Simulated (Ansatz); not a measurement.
`F[SiH2]OC[SeH]` and `FCO[SiH2]F` differ in one atom or group.

Ansatz, PBE0-D4/def2-TZVP geometries, multiplicity 1. Each molecule was computed in one conformer, which needn't be the lowest.

Scalar relativity is left out up to krypton.

```
                                        property  `F[SiH2]OC[SeH]`
            HOMO–LUMO gap (PBE0/def2-TZVPP) / eV              6.87
               LUMO energy (PBE/def2-TZVPP) / eV             -1.10
              HOMO energy (PBE0/def2-TZVPP) / eV             -7.07
           HOMO energy (ωB97M-V/def2-TZVPP) / eV             -9.28
size of the dipole moment (B3LYP/def2-TZVPP) / D              1.38
             HOMO–LUMO gap (PBE/def2-TZVPP) / eV              4.80
```

**Question.** Give the same properties after the change, and the shifts. (Best estimate.)

**Answer.** Computed: 
```csv
property,`FCO[SiH2]F`,shift
HOMO–LUMO gap (PBE0/def2-TZVPP) / eV,9.72,2.85
LUMO energy (PBE/def2-TZVPP) / eV,-0.45,0.65
HOMO energy (PBE0/def2-TZVPP) / eV,-9.26,-2.19
HOMO energy (ωB97M-V/def2-TZVPP) / eV,-11.67,-2.39
size of the dipole moment (B3LYP/def2-TZVPP) / D,1.05,-0.33
HOMO–LUMO gap (PBE/def2-TZVPP) / eV,7.15,2.35
```

With PBE0 the HOMO falls by 2.19 eV and the LUMO rises by 0.66 eV, so the gap widens by about 2.85 eV. PBE moves the HOMO by -1.70 eV and ωB97M-V by -2.39 eV. The zero-point energy changes by -13.5 kJ/mol with -3 modes. Dipoles are sizes alone; their direction can turn.

B3LYP here is the variant with VWN-RPA as its local correlation; programs differ in this.

Spin–orbit coupling is left out; it splits and shifts lone-pair levels of the heavy atoms by tenths of an eV.
